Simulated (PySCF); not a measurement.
C₅H₁₆N₂Si₂.
Numbering: `[CH3:1][CH2:2][CH2:3][Si@H:4]1[NH:5][Si@H:6]([CH2:7][CH3:8])[NH:9]1` (hydrogens: H10, H11, H12 on C1; H13, H14 on C2; H15, H16 on C3; H17 on Si4; H18 on N5; H19 on Si6; H20, H21 on C7; H22, H23, H24 on C8; H25 on N9)

The same species was optimised twice, with GFN2-xTB and with PBE0-D3(BJ)/def2-SVP (PySCF), and the same property calculations (PySCF, gas phase) were run on both structures.

```csv
coordinate,GFN2-xTB,PBE0-D3(BJ)/def2-SVP,change
Si6–C7 (Å),1.891,1.876,-0.015
C3–Si4 (Å),1.890,1.875,-0.015
Si4–N5 (Å),1.735,1.751,+0.016
Si6–N9 (Å),1.736,1.750,+0.014
N5–Si6 (Å),1.743,1.748,+0.005
C7–C8 (Å),1.523,1.527,+0.004
Si4–N9 (Å),1.744,1.748,+0.004
C2–C3 (Å),1.524,1.528,+0.004
C1–C2 (Å),1.524,1.521,-0.003
Si4–N5–Si6 (°),96.8,93.6,-3.2
N5–Si6–N9 (°),83.3,86.4,+3.1
N5–Si4–N9 (°),83.3,86.4,+3.1
Si4–N9–Si6 (°),96.7,93.6,-3.1
C2–C3–Si4 (°),111.4,113.8,+2.4
C7–Si6–N9 (°),117.1,115.4,-1.7
C1–C2–C3 (°),112.4,113.6,+1.2
N5–Si6–C7 (°),115.7,116.8,+1.1
C1–C2–C3–Si4 (°),180,180,0
C2–C3–Si4–N5 (°),67,66,-1
N5–Si6–C7–C8 (°),-179,-163,+16
```

Rotational constants: A = 4264, B = 438.2, C = 427.4 MHz (GFN2-xTB) against A = 4205, B = 444.2, C = 430.2 MHz (PBE0-D3(BJ)/def2-SVP). Point groups within 0.08 Å: C1 and C1.

On the GFN2-xTB structure: HOMO (eV) -6.68 [PBE0/pcSseg-1]; LUMO (eV) 0.36 [PBE0/pcSseg-1]; dipole (D) 0.04 [PBE0/pcSseg-1]; GIAO shielding of C1 (ppm) 165.9 [PBE0/pcSseg-1]; GIAO shielding of C2 (ppm) 168.3 [PBE0/pcSseg-1]; GIAO shielding of C3 (ppm) 159.5 [PBE0/pcSseg-1]; GIAO shielding of Si4 (ppm) 353.0 [PBE0/pcSseg-1]; GIAO shielding of N5/N9 (mean) (ppm) 239.7 [PBE0/pcSseg-1]; GIAO shielding of Si6 (ppm) 349.5 [PBE0/pcSseg-1]; GIAO shielding of C7 (ppm) 170.1 [PBE0/pcSseg-1]; GIAO shielding of C8 (ppm) 179.4 [PBE0/pcSseg-1].

Problem. What do these properties become on the PBE0-D3(BJ)/def2-SVP structure?

Solution. 
```csv
property,level,on GFN2-xTB,on PBE0-D3(BJ)/def2-SVP,change
HOMO (eV),PBE0/pcSseg-1,-6.68,-6.88,-0.20
LUMO (eV),PBE0/pcSseg-1,0.36,0.42,+0.06
dipole (D),PBE0/pcSseg-1,0.04,0.06,+0.02
"energy, GFN2-xTB geometry as zero (kcal/mol)",PBE0/pcSseg-1,0.0,-3.6,-3.6
GIAO shielding of C1 (ppm),PBE0/pcSseg-1,165.9,164.1,-1.8
GIAO shielding of C2 (ppm),PBE0/pcSseg-1,168.3,166.9,-1.4
GIAO shielding of C3 (ppm),PBE0/pcSseg-1,159.5,157.6,-1.9
GIAO shielding of Si4 (ppm),PBE0/pcSseg-1,353.0,352.3,-0.7
GIAO shielding of N5/N9 (mean) (ppm),PBE0/pcSseg-1,239.7,239.9,+0.2
GIAO shielding of Si6 (ppm),PBE0/pcSseg-1,349.5,351.0,+1.5
GIAO shielding of C7 (ppm),PBE0/pcSseg-1,170.1,168.1,-2.0
GIAO shielding of C8 (ppm),PBE0/pcSseg-1,179.4,178.0,-1.4
```

The heavy atoms differ by 0.135 Å rms after alignment. Among bonds between heavy atoms C3–Si4, Si4–N5 and Si6–C7 change most and about equally (-0.015 to +0.016 Å). Changes are differences of the printed values. Neither structure is proved a minimum here.

The values belong to the conformer `[CH3:1][CH2:2][CH2:3][Si@H:4]1[NH:5][Si@H:6]([CH2:7][CH3:8])[NH:9]1`: C1–C2–C3–Si4 180°, C2–C3–Si4–N5 66°, N5–Si6–C7–C8 -163°.
